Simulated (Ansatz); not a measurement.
Si4Ni⁺: single points at one geometry.

```yaml
crystal:
  periodic: [false, false, false]
  atoms:
    - {symbol: Ni, position_ang: [1.040115, 0.989074, -0.862459]}
    - {symbol: Si, position_ang: [1.473242, -1.075221, -1.454736]}
    - {symbol: Si, position_ang: [-0.183126, -0.922222, 0.087289]}
    - {symbol: Si, position_ang: [-1.812108, -0.339684, 1.628478]}
    - {symbol: Si, position_ang: [-0.518124, 1.348053, 0.601439]}
basis:
  gaussian: {orbitals: def2-SVP, initial_orbitals: start.molden}
total_charge: 1
magnetization: {spin_polarized: true, initial_magnetization: 1}
hamiltonian: {xc: pbe0, dispersion: d4}
scf: {omitted_lower_state_checks: [starts]}
output: {orbitals: {seedname: orbitals}}
```

The file start.molden holds the orbitals of an earlier run on this structure, at another level or in another basis.

```sh
$ ansatz run in.yaml --threads 4 --pin off --events-out ev --progress --plain --max-ram 8704MiB
```

Shortened log:

```
Functional definition: PBE0
  name "PBE0"
  cite "Adamo & Barone, J. Chem. Phys. 110, 6158 (1999) doi:10.1063/1.478522"
  cite "Perdew, Burke & Ernzerhof, Phys. Rev. Lett. 77, 3865 (1996) doi:10.1103/PhysRevLett.77.3865"
  parent pbe
  parameter a = 0.25
  parameter kappa = 0.804
  parameter beta = 0.06672455060314922
  exchange = (1 - a)*pbe_x(kappa = kappa, mu = beta*pi^2/3) + a*exact_x
  correlation = pbe_c(beta = beta)
these checks for a lower state are left out or cut short: starts
996 factors; integrals over basis functions are off by at most 9.7e-4 eV
mean field evaluation 1: about -72508.9101 eV, gradient 7.0e0 eV
mean field evaluation 2: about -72509.1455 eV, gradient 3.5e-1 eV
mean field evaluation 4: about -72509.1874 eV, gradient 4.2e-1 eV
mean field evaluation 8: about -72509.1883 eV, gradient 4.9e-5 eV
mean field -72509.18829846 eV, -2664.6635214754 hartree, gradient 4.8e-6 eV, S^2 0.779055; 0 other end points of the search recorded, 0 dependent functions left out
reference -72509.18832749 eV, -2664.6635225421 hartree; 42, 41 occupied and 61, 62 virtual orbitals, 996 factors
Total energy: -72509.46619861 eV, -2664.6737341174 hartree
Checks for a lower state left out: starts
```

Run time 8 s (4 threads of Arm Neoverse V1 on a shared host).

As the first input, with `gaussian: {orbitals: def2-TZVP, initial_orbitals: start.molden}`, `hamiltonian: {xc: {name: wB97X-V}}` (abridged; 73 s):

```
Functional definition: wB97X-V
mean field -72535.22995893 eV, -2665.6205348458 hartree, gradient 6.4e-6 eV, S^2 0.785862
Total energy: -72535.22995714 eV, -2665.6205347801 hartree
Checks for a lower state left out: starts
```

As the first input, with `gaussian: {orbitals: def2-TZVP, initial_orbitals: start.molden}`, `hamiltonian: {xc: pbe, dispersion: d4}`, `output: {forces: true, orbitals: {seedname: orbitals}}` (abridged; 6 s):

```
Functional definition: PBE
mean field -72525.13722900 eV, -2665.2496338622 hartree, gradient 2.1e-5 eV, S^2 0.757959
Total energy: -72525.46073688 eV, -2665.2615225574 hartree
Atom 0 force     0.175075     0.219979    -0.139426 eV/Å
Atom 1 force     0.031221    -0.206563    -0.047372 eV/Å
Atom 2 force    -0.064377     0.069783     0.063358 eV/Å
Atom 3 force     0.062027     0.040073    -0.051533 eV/Å
Atom 4 force    -0.203947    -0.123272     0.174973 eV/Å
Dipole moment:    -0.020158    -0.109917     0.007860 e Å
Checks for a lower state left out: starts
```

Geometry: PBE-D4/def2-SVP.

Another isomer (doublet) lies 0.53 eV lower at PBE0-D4/def2-TZVP; other spin states weren't run for this one.
